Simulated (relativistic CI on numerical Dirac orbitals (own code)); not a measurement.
# Ni3+ in a cubic cluster: 2p photoemission with charge transfer

Computed with a charge-transfer multiplet model of a cubic metal-ligand cluster with up to 3 ligand holes, Slater and spin-orbit integrals from Dirac-Coulomb-Breit ions, Slater integrals scaled by 0.7. The ground state mixes d7 with configurations of k ligand holes L, whose averages lie at kΔ + k(k − 1)U_dd/2; a core hole lowers each added d electron by U_cd. 300 K, Lorentzian 0.6 eV and Gaussian 0.8 eV FWHM.

Atomic integrals in eV (Slater integrals scaled, ζ unscaled), ground: F2dd 9.255, F4dd 5.778, zeta_d 0.089; with the core hole: F2dd 10.444, F4dd 6.555, zeta_d 0.124, zeta_core 11.400, F2cd 6.313, G1cd 4.879, G3cd 2.777.

Cluster parameters (eV): Δ = -1.1, U_cd = 10.1, 10Dq = 0.3, 10Dq(ligand) = 0.3, V(eg) = 2.6, V(t2g) = -1.15, final-state hopping factor = 1.

```csv
Case,n_d,d7,d8L,d9L2,d10L3,S
U_dd = 5.9 eV,7.94,0.23,0.60,0.16,0.01,0.53
U_dd = 7.3 eV,7.88,0.26,0.61,0.13,0.00,0.55
U_dd = 8 eV,7.85,0.27,0.62,0.11,0.00,0.56
U_dd = 8.7 eV,7.83,0.28,0.62,0.10,0.00,0.57
U_dd = 10.1 eV,7.79,0.30,0.62,0.08,0.00,0.60
```

Weights, n_d and S are thermal averages at 300 K. Binding energies count from the first peak over 30 % of the highest in each spectrum, which can be another peak from case to case. The parameters are a model scan and need not match a compound or its usual spin state. Peaks in eV (height, largest 100):
- U_dd = 5.9 eV: 0.0 (100), 7.9 (64), 15.1 (18), 17.4 (50), 25.2 (36), 31.8 (11)
- U_dd = 7.3 eV: 0.0 (100), 5.3 (6), 8.2 (46), 14.4 (14), 17.5 (49), 20.9 (6), 22.7 (6), 25.7 (27), 31.3 (8)
- U_dd = 8 eV: 0.0 (100), 5.1 (7), 8.3 (37), 14.6 (10), 15.5 (9), 17.6 (48), 21.2 (6), 22.2 (6), 26.1 (23)
- U_dd = 8.7 eV: 0.0 (100), 5.0 (7), 8.3 (30), 15.9 (10), 17.5 (48), 20.8 (7), 26.2 (20)
- U_dd = 10.1 eV: 0.0 (100), 4.7 (7), 8.6 (22), 17.6 (52), 26.3 (13), 27.5 (12)

Curve for U_dd = 10.1 eV (points under 2 left out, the grid thinned):

(E (eV), Intensity): (-3.1, 2.0), (-2.3, 3.7), (-1.5, 9.8), (-0.7, 50.4), (0.1, 97.3), (0.9, 43.9), (1.7, 17.3), (2.5, 11.0), (3.2, 7.7), (4.0, 6.5), (4.8, 7.0), (5.6, 5.7), (6.4, 4.1), (7.2, 6.7), (8.0, 18.1), (8.8, 21.3), (9.6, 16.0), (10.4, 13.0), (11.2, 11.0), (12.0, 8.1), (12.8, 3.5), (13.6, 2.2), (14.3, 2.1), (15.1, 2.4), (15.9, 4.4), (16.7, 17.0), (17.5, 50.5), (18.3, 33.0), (19.1, 18.0), (19.9, 10.7), (20.7, 8.0), (21.5, 5.4), (22.3, 4.2), (23.1, 3.6), (23.9, 2.0), (25.1, 4.1), (25.9, 11.4), (26.6, 12.3), (27.4, 11.9), (28.2, 7.2), (29.0, 2.7), (35.1, 2.1), (37.8, 3.1), (38.6, 2.2), (39.4, 2.0)

For the case U_dd = 8 eV, Δ = -1.1 eV is smaller than U_dd = 8 eV, the charge-transfer side of the Zaanen-Sawatzky-Allen scheme (negative Δ: between configuration averages a ligand hole costs less than the nominal valence; multiplet and field energies can change this for the lowest states). With the core hole the average of the configuration with one ligand hole lies at Δ − U_cd = -11.2 eV before mixing: it lies below the unscreened one, so the lowest final states are mostly screened and the unscreened weight appears at higher binding energy as a satellite.
